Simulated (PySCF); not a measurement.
**Ionisation energy of Te³⁹⁺ by level of theory**

Te³⁹⁺ [Ne] 3s2 3p1 (2P) → Te⁴⁰⁺ [Ne] 3s2 (1S), as a difference of total energies. Computed with PySCF 2.14 in an uncontracted even-tempered set (18 s from 6.6 bohr⁻², ratio 2.5; 12 p from 8.6 bohr⁻², ratio 2.5; 4 d from 35 bohr⁻², ratio 2.7; 4 f from 52 bohr⁻², ratio 2.7), with scalar relativity by spin-free X2C-1e. Correlated levels: outer shells: 1s2 frozen; virtual orbitals above 40 to 60 times the deepest correlated orbital energy dropped. The calculations carry no spin-orbit coupling.

```
                method  ionisation energy (eV)
                   UHF                  2741.6
    MP2 (outer shells)                  2742.1
SCS-MP2 (outer shells)                  2741.9
   CCSD (outer shells)                  2742.1
CCSD(T) (outer shells)                  2742.1
```

A first-order spin-orbit estimate (lowest level to lowest level, LS coupling) adds 44.208 eV.

Breit and QED terms and the two-electron picture change are absent.

First order in ζ underestimates the shift of j = l − 1/2 levels at high Z.

For comparison: 2788 ± 4 eV (theoretical estimate listed by NIST; NIST Atomic Spectra Database, ionization energies).
